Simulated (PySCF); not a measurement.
WO3, SMILES [O]=[W](=[O])=[O], multiplicity 1. Heavy atoms are numbered as in [W:1](=[O:2])(=[O:3])=[O:4].

Geometry: PBE-D3(BJ)/def2-TZVP. A frequency run showed that this geometry is not a minimum. The spin state was assumed, not searched. The isomer is the one that the SMILES or the coordinates give; other isomers of the formula were not compared. The def2 effective core potentials stand for the cores of W; spin–orbit coupling is left out.

These are HF/def2-TZVPD (PySCF) values and carry that method's errors.

Mulliken values depend strongly on the basis, most of all with diffuse functions as here. ESP charges are fitted to the potential on shells at 1.4 to 2.0 van der Waals radii. Atomic charges (e), one atom of each kind:

```json
[
 {"atom": "W1", "ESP fit": "…", "Mulliken": "2.18"},
 {"atom": "O2", "ESP fit": "…", "Mulliken": "-0.73"}
]
```

Question: Complete the blanks. (An estimate is asked for; the answer gives what the named calculation found.)

Answer: 
- W1, ESP fit: 2.13
- O2, ESP fit: -0.71
